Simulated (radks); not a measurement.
The numbers below are computed, except where a source is named.
Numerical settings for neutral zinc, [Ar] 3d10 4s2. Level of theory: scalar-relativistic Kohn-Sham, LDA (Slater exchange, Perdew-Wang correlation), spin-polarised, spherical densities, finite nucleus; Fermi nuclear charge, rms radius 3.9283 fm (a radial shooting solver on a logarithmic mesh with Libxc functionals). The defaults (mesh step 0.008 in ln r, mesh end at 40 bohr or more with all orbitals vanishing there, Anderson mixing 0.5 over 9 steps, residual threshold near 1e-9 with the energy settled to 1e-9 hartree or 1e-11 of itself, here a cap of 80 iterations) give E = -1793.3115 hartree and 4s at -6.219 eV in 16 iterations. Times are rough (one thread of a shared host). Changes against that run (0 stands for a change within the tolerance of the run):

setting                     iterations         converged  E (mhartree)  e(4s) (meV)  CPU (s)
mesh step in ln r 0.003             16               yes             0            0     0.38
mesh step in ln r 0.05              16               yes      +0.00399            0     0.03
mesh step in ln r 0.12               4                no      diverged            -     0.01
mesh end (bohr) 2                   14  level above zero     +6.27e+03    +7.45e+04      0.1
mesh end (bohr) 20                  16               yes             0            0     0.14
residual threshold 0.01             12               yes             0     -0.00495     0.12
residual threshold 1e-16            80                no             0            0     0.36
mixing 2.5                          24               yes             0            0     0.25
linear mixing, mixing 0.05          80                no        +0.332        -41.5     0.67
linear mixing, mixing 0.2           80                no             0            0     0.55
mixing history 3                    18               yes             0            0     0.16
iteration cap 5                      5                no         +53.3         +589     0.06

Settled on a wrong energy, with an occupied level pushed above zero by the early mesh end: mesh end (bohr) 2 (+6.27 hartree). Apart from these: no run marked as converged misses the energy by more than 1 mhartree. A mesh that ends early acts as a hard wall.
